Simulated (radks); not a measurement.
The numbers below are computed, except where a source is named.
Removal energies from the osmium ion Os7+, [Xe] 4f14 5d1, by Delta-SCF beside the eigenvalue of the level emptied. Code: a radial shooting solver on a logarithmic mesh with Libxc functionals. Model: scalar-relativistic Kohn-Sham, LDA (Slater exchange, Perdew-Wang correlation), spin-polarised, spherical densities, finite nucleus; Fermi nuclear charge, rms radius of each element as measured or else 0.836 A^(1/3) + 0.57 fm. Open shells are filled with parallel spins first.

[
 {"removed from": "5d", "final configuration": "[Xe] 4f14", "Delta-SCF (eV)": "101.52", "-eigenvalue (eV)": "93.681"},
 {"removed from": "5p", "final configuration": "[Kr] 4d10 4f14 5s2 5p5 5d1", "Delta-SCF (eV)": "153.84", "-eigenvalue (eV)": "144.50"},
 {"removed from": "4f", "final configuration": "[Xe] 4f13 5d1", "Delta-SCF (eV)": "165.91", "-eigenvalue (eV)": "150.70"},
 {"removed from": "5s", "final configuration": "[Kr] 4d10 4f14 5s1 5p6 5d1", "Delta-SCF (eV)": "197.68", "-eigenvalue (eV)": "187.38"}
]
